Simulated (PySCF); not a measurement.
**Spinor energies of Xe(50+) (xenon, charge +50)**

Start: [He] 2s2. Calculated with PySCF 2.14 in an uncontracted even-tempered set (17 s from 7.1 bohr⁻², ratio 2.6; 13 p from 9.3 bohr⁻², ratio 2.6; 7 d from 9.5 bohr⁻², ratio 2.8; 4 f from 180 bohr⁻², ratio 2.8): generalised Hartree-Fock with the X2C-1e Hamiltonian and a Gaussian nucleus; spin-orbit coupling (SO) screened by Boettger's factors.

```json
{"spinor shell": "1s1/2", "electrons": "2", "ε, screened SO (eV)": "-39730.8", "weight of nominal j (screened SO)": "1.000", "rms radius, screened SO (bohr)": "0.0303"}
{"spinor shell": "2s1/2", "electrons": "2", "ε, screened SO (eV)": "-9589.8", "weight of nominal j (screened SO)": "1.000", "rms radius, screened SO (bohr)": "0.117"}
```

| quantity | screened SO |
| --- | --- |
| E (hartree) | -3715.09850 |
| M_J | 0 |
| ⟨J²⟩ | 0.000 |
| ⟨L²⟩ | 0.000 |
| ⟨S²⟩ | 0.000 |

Breit and QED terms are absent; they matter most for the inner s and p1/2 levels.

Densities and radii are taken from the X2C orbitals without a picture-change correction, which distorts them close to the nucleus.
